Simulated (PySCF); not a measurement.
Task: What does the PBE0-D3(BJ)/def2-SVP structure of InChI=1S/C7H11BFN/c1-8(2)6-4-5-7(9)10(6)3/h4-5H,1-3H3 look like in three dimensions?

Result: 
```xyz
21
C7H11BFN angstrom
C     -2.3031    0.6814   -0.9463
B     -1.4637   -0.4109   -0.1609
C     -2.1736   -1.7414    0.3271
C      0.0233   -0.1033    0.0842
C      0.7064    1.0527   -0.3118
C      2.0526    0.9807    0.0902
C      2.1571   -0.2375    0.7310
F      3.2148   -0.7917    1.2921
N      0.9788   -0.8921    0.7411
C      0.7973   -2.1909    1.3399
H     -3.3566    0.4013   -1.0905
H     -2.2817    1.6499   -0.4181
H     -1.8667    0.8743   -1.9412
H     -2.0939   -1.8677    1.4202
H     -1.7003   -2.6367   -0.1110
H     -3.2416   -1.7713    0.0668
H      0.2474    1.8782   -0.8522
H      2.8546    1.6991   -0.0549
H      0.4602   -2.9242    0.5949
H      1.7572   -2.5241    1.7518
H      0.0604   -2.1506    2.1536
```

Any rigid rotation of these coordinates is as good. Atoms count from 1 in this order. The 3 C–C bonds span 1.380 Å (C6–C7, aromatic) to 1.407 Å (C5–C6, aromatic), a spread of 0.027 Å. N9 (pyrrole-type nitrogen) is planar (angles 128.0°, 123.4° and 108.6°, sum 360.0°, 0.00 Å off the plane of its three neighbours). The 10 heavy atoms lie in one plane (0.004 Å rms). The 5-membered ring C4–C5–C6–C7–N9 has internal angles of 104.5° to 111.5°; it is planar, 0.00 Å rms from its mean plane, widest ring torsion 0°.

Bonds between heavy atoms (Å): C1–B2 1.586, B2–C3 1.585, B2–C4 1.538, C4–C5 1.400, C5–C6 1.407, C6–C7 1.380, C7–F8 1.319, C7–N9 1.348, N9–C10 1.442, C4–N9 1.402.

Theory: PBE0-D3(BJ)/def2-SVP geometry optimisation, gas phase in PySCF 2.14.0.

Point group: Cs (tolerance 0.08 Å). PBE0-D3(BJ)/def2-SVP frequencies: not computed here.

Time: 1.7 min of wall time; peak memory 0.89 GiB. Hardware: an Arm Neoverse V1 with one thread, no GPU, shared host with 32 logical CPUs at a one-minute load of 9.4. This is the geometry optimisation.
